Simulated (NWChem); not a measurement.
System: CHBrCl2; SMILES BrC(Cl)Cl

NWChem input:

```
start job
memory heap 200 mb stack 900 mb global 1100 mb
geometry units angstroms noautoz
  Cl    -0.078796     1.312127    -1.456861
  C      0.479311     0.495780     0.000000
  Cl    -0.078796     1.312127     1.456861
  Br    -0.034026    -1.373169     0.000000
  H      1.573461     0.512275     0.000000
end
basis spherical
  * library def2-tzvpd
end
dft
  xc hfexch
  iterations 150
  semidirect filesize 400000000
  mulliken
end
task dft energy
```

All runs use the structure optimised with PBE0/def2-SVP.

Give the results of this calculation. (Hartree-Fock/def2-TZVPD.) Quantities: energy (Ha); highest occupied level (eV); orbital gap (eV); dipole (D).


```json
{
 "energy (Ha)": "-3529.88",
 "highest occupied level (eV)": "-11.58",
 "orbital gap (eV)": "12.90",
 "dipole (D)": "1.12"
}
```
